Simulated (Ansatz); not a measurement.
C2H6N2OSi (`O=C[SiH]1NCN1`). Charge 0, multiplicity 1. Geometry: relaxed with PBE0-D4/def2-TZVP. It is one conformer, not always the lowest.

```xyz
12

O     0.503   -0.430   -2.726
C    -0.519   -0.311   -2.091
Si   -0.509    0.550   -0.371
N     1.045    0.695    0.350
C     0.647   -0.230    1.424
N    -0.741   -0.475    0.995
H    -1.474   -0.706   -2.522
H    -1.380    1.754   -0.521
H     1.944    0.565   -0.081
H     1.250   -1.146    1.434
H     0.698    0.236    2.417
H    -1.464   -0.501    1.692
```

Task: What is the dipole moment at PBE/def2-TZVPP? (An estimate is asked.)

Result: Computed: 2.30 D, with components (-1.14, -0.03, 2.00) D in this frame, pointing from negative to positive charge.

Task: And with r2SCAN, B3LYP, ωB97M-V? (Best estimate.)

Result: The calculation gave: r2SCAN 2.39 D, B3LYP 2.45 D, ωB97M-V 2.46 D.

Task: Give the Mulliken charges with PBE, ωB97M-V, r2SCAN in def2-TZVPP. (An estimate is asked.)

Result: Ansatz gave: 
```json
{"atom": "O1", "PBE": "-0.22", "ωB97M-V": "-0.27", "r2SCAN": "-0.29"}
{"atom": "C2", "PBE": "0.07", "ωB97M-V": "0.05", "r2SCAN": "0.13"}
{"atom": "Si3", "PBE": "0.39", "ωB97M-V": "0.48", "r2SCAN": "0.54"}
{"atom": "N4", "PBE": "-0.32", "ωB97M-V": "-0.35", "r2SCAN": "-0.41"}
{"atom": "C5", "PBE": "0.04", "ωB97M-V": "0.01", "r2SCAN": "0.20"}
{"atom": "N6", "PBE": "-0.33", "ωB97M-V": "-0.36", "r2SCAN": "-0.43"}
{"atom": "H7", "PBE": "0.03", "ωB97M-V": "0.06", "r2SCAN": "0.00"}
{"atom": "H8", "PBE": "-0.10", "ωB97M-V": "-0.06", "r2SCAN": "-0.12"}
{"atom": "H9", "PBE": "0.14", "ωB97M-V": "0.11", "r2SCAN": "0.14"}
{"atom": "H10", "PBE": "0.08", "ωB97M-V": "0.11", "r2SCAN": "0.04"}
{"atom": "H11", "PBE": "0.08", "ωB97M-V": "0.11", "r2SCAN": "0.04"}
{"atom": "H12", "PBE": "0.14", "ωB97M-V": "0.10", "r2SCAN": "0.14"}
```

B3LYP here is the variant with VWN-RPA as its local correlation; programs differ in this.
